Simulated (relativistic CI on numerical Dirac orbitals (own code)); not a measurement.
## Sensitivity of the levels of Os⁵⁺ to α and to the nuclear radius

These numbers are calculated, not measured: Dirac-Coulomb-Breit CI, orbitals from a KLI potential per configuration, valence Slater integrals scaled by 0.85, P86 correlation energy added to each configuration, derivatives by finite differences, QED left out (own radial code, finite nucleus).

Configurations in the expansion (outside the closed core [Kr] 4d10 4f14 5s2): 5p6.5d3, 5p6.5d2.6s, 5p6.5d2.5f, 5p6.5d2.6p, 5p6.5d.6s2, 5p5.5d4, 5p6.5d.5f2, 5p6.5d.6s.6p. Levels of other configurations are missing.

With x = (α/α₀)² − 1 an excitation energy changes as ω = ω₀ + qx; K = 2q/ω₀ is the relative enhancement. Terms are leading LS components, so labels can repeat. The field-shift factor is F = δν/δ⟨r²⟩ for the transition from the lowest level.

Lowest level 5p6.5d3 4F_3/2.

| Level | ω₀ (cm⁻¹) | q (cm⁻¹) | F (GHz/fm²) |
| --- | --- | --- | --- |
| 5p6.5d3 4F_5/2 | 5827.9 | 7249 | 0.623 |
| 5p6.5d3 4F_7/2 | 10656.6 | 10690 | 1.04 |
| 5p6.5d3 4F_9/2 | 13976.8 | 10530 | 1.16 |
| 5p6.5d3 4P_3/2 | 14301.8 | 3670 | 1.51 |
| 5p6.5d3 4P_1/2 | 16527.5 | 5825 | 1.55 |
| 5p6.5d3 2G_7/2 | 22148.9 | 12200 | 1.81 |
| 5p6.5d3 2H_9/2 | 23115.2 | 13500 | 1.54 |
| 5p6.5d3 4P_5/2 | 24066.7 | 12990 | 1.56 |
| 5p6.5d3 2D_3/2 | 26907.2 | 14270 | 2.48 |
| 5p6.5d3 2P_1/2 | 27947.3 | 14140 | 4.04 |
| 5p6.5d3 2H_11/2 | 31174.6 | 15700 | 1.83 |
| 5p6.5d3 2D_5/2 | 33432.1 | 16560 | 3.08 |
| 5p6.5d3 2G_9/2 | 35464.8 | 23180 | 2.94 |

At this charge configurations can still be misplaced by up to about 7 % of their energy. Levels and lines within the n = 5 or 6 shells can be off by up to 10 % or somewhat more, and those that change n by about 2 %, since core polarisation is missing.

Which transition from the lowest level has the largest |K|?

5p6.5d3 4F_5/2 at 5827.9 cm⁻¹, K = 2.49.
